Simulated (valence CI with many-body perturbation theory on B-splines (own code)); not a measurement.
## Lu50+: calculated level list

Calculated by configuration interaction combined with many-body perturbation theory (CI+MBPT): three valence electrons over a frozen Dirac-Fock core [Ar], radial functions for each j: 7 s, 7 p, 8 d, 6 f, 4 g, 1 h, with the one-electron correlation potential Σ1 (screened to all orders), the two-electron term Σ2, the three-electron term Σ3, Breit, model QED; selected single and double excitations, second order for the rest, scaled by the run's own slope (own B-spline code, finite nucleus).

No measured spectrum was set against this ion. As an estimate, large intervals hold to a few tenths of a per cent, small ones and those within an open d or f shell to about a per cent. Only levels of the ground parity were solved; by the run's estimate the other parity begins above the list, which can be wrong where configurations are misplaced.

Levels 1 to 19 of 19, with energies above the lowest level, (3d3/2^3) J=3/2. "Leading %" is the weight of the configuration and term that name the level; weights of strongly mixed levels are sums over their largest components and can fall short. In the jj column 3d3/2^4 stands for four electrons in 3d with j = 3/2. Lifetimes count E1, E2, E3, M1 and M2 decay at the calculated energies, and are blank where another channel may lead or the interval is too uncertain; long ones can be off by a factor of two.

```
No.  Configuration  Term     J  E (eV)  Leading %  Lifetime      g             Leading jj
  1            3d³    ⁴F   3/2    0.00         46            0.710         3d3/2^3 (98 %)
  2            3d³    ⁴F   5/2   52.83         82    540 ns  1.051   3d3/2^2 3d5/2 (99 %)
  3            3d³    ⁴P   3/2   58.94         38    663 ns  1.174   3d3/2^2 3d5/2 (99 %)
  4            3d³    ²G   7/2   62.32         49    169 μs  1.040   3d3/2^2 3d5/2 (97 %)
  5            3d³    ²H   9/2   62.46         45            1.037   3d3/2^2 3d5/2 (99 %)
  6            3d³    ⁴P   1/2   63.97         58   1.77 μs  1.815  3d3/2^2 3d5/2 (100 %)
  7            3d³    ²D   5/2   85.65         42   4.68 μs  1.253   3d3/2^2 3d5/2 (95 %)
  8            3d³    ⁴F   7/2  114.08         65    296 ns  1.111   3d3/2 3d5/2^2 (98 %)
  9            3d³    ⁴F   9/2  118.34         51    504 ns  1.130   3d3/2 3d5/2^2 (98 %)
 10            3d³    ⁴P   3/2  123.27         41    245 ns  1.111  3d3/2 3d5/2^2 (100 %)
 11            3d³    ²P   1/2  126.04         58    382 ns  1.502  3d3/2 3d5/2^2 (100 %)
 12            3d³    ²H  11/2  127.49        100   1.25 μs  1.080  3d3/2 3d5/2^2 (100 %)
 13            3d³    ²D   5/2  127.89         43    478 ns  1.274   3d3/2 3d5/2^2 (94 %)
 14            3d³    ²F   5/2  135.70         43    754 ns  1.097   3d3/2 3d5/2^2 (98 %)
 15            3d³    ²F   7/2  136.51         80    950 ns  1.088   3d3/2 3d5/2^2 (98 %)
 16            3d³    ²D   3/2  155.02         76    473 ns  0.901   3d3/2 3d5/2^2 (94 %)
 17            3d³    ²G   9/2  179.41         50    248 ns  1.155         3d5/2^3 (98 %)
 18            3d³    ²D   3/2  192.96         46    236 ns  1.116         3d5/2^3 (95 %)
 19            3d³    ²D   5/2  202.59         60    190 ns  1.159         3d5/2^3 (96 %)
```

The ionisation energy to 3d² ³F2 of the next ion comes out as 4533 eV (NIST: 4532 ± 4 eV (theoretical)). All 19 levels together are meant to be complete up to 210.69 eV.
